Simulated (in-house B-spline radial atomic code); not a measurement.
Settings and results of a run for the vanadium ion V²⁺. Computed with a B-spline radial code for spherical atoms: Dirac-Kohn-Sham OLYP, spherical fractional occupations, Fermi nucleus of rms radius 3.6002 fm.

Command:
```bash
python run_scf.py task.json out
```
Settings (nuclear radius in fm, mass in u):
```
Z                23
configuration    [Ar] 3d3
hamiltonian      dirac
method           optx,lyp
spin_polarised   False
nucleus          fermi
rms_radius       3.6002
atomic_mass      50.94396
speed_of_light   137.035999084
```

Output (hartree, bohr):
```
 radial grid: 70 intervals, B-splines of order 8, outer radius 25.5556 bohr

 iter        energy (Eh)    residual
    1        -940.180951    4.45e-01
    2        -944.661052    3.79e-01
    3        -948.381027    8.01e-02
    4        -948.599584    1.37e-02
    5        -948.602114    6.72e-03
    6        -948.603244    4.51e-03
    7        -948.603962    2.73e-04
    8        -948.603965    2.84e-05
    9        -948.603965    5.20e-07
   10        -948.603965    3.68e-08

 total energy                      -948.60396
 kinetic                             958.8335
 electron-nucleus                  -2246.5893
 Hartree                             384.3875
 exchange-correlation                -45.2357

 first-order corrections (not in the total)
   Gaunt                             0.3372
   retardation                      -0.0287
   frequency dependence             -0.0006
   self-energy                       0.2219
   Uehling                          -0.0175
   Wichmann-Kroll                    0.0001
   recoil                            0.0080

 orbital      occ     eigenvalue          <r>       <r^2>       <1/r>     <1/r^2>       r_max    small
 1s1/2      2.000      -197.7120    0.0664449  0.00593764     22.8368     1065.74      0.0435  6.80e-03
 2s1/2      2.000       -22.7882      0.30769     0.11197     4.81862     97.8951      0.2555  1.20e-03
 2p1/2      2.000       -19.3098     0.271861    0.091161     4.75222     31.6464      0.2066  1.18e-03
 2p3/2      4.000       -19.0486     0.274623   0.0928857     4.68641     30.2759      0.2088  1.17e-03
 3s1/2      2.000        -3.1997     0.947249     1.03414     1.48671     14.0452        0.82  2.51e-04
 3p1/2      2.000        -2.2543      1.00707     1.19257     1.36239     4.21539      0.8416  2.18e-04
 3p3/2      4.000        -2.2238      1.01517     1.21172     1.34843     4.04216      0.8482  2.15e-04
 3d3/2      1.200        -0.7849      1.31589     2.23222     1.01022     1.40211      0.8885  1.30e-04
 3d5/2      1.800        -0.7823      1.31983     2.24559      1.0071     1.39266      0.8908  1.29e-04
```

Time taken, with all properties: 1.8 s on 1 thread of Arm Neoverse V1 (shared host).

For the Dirac Hamiltonian the kinetic term is c α·p + (β - 1)c².
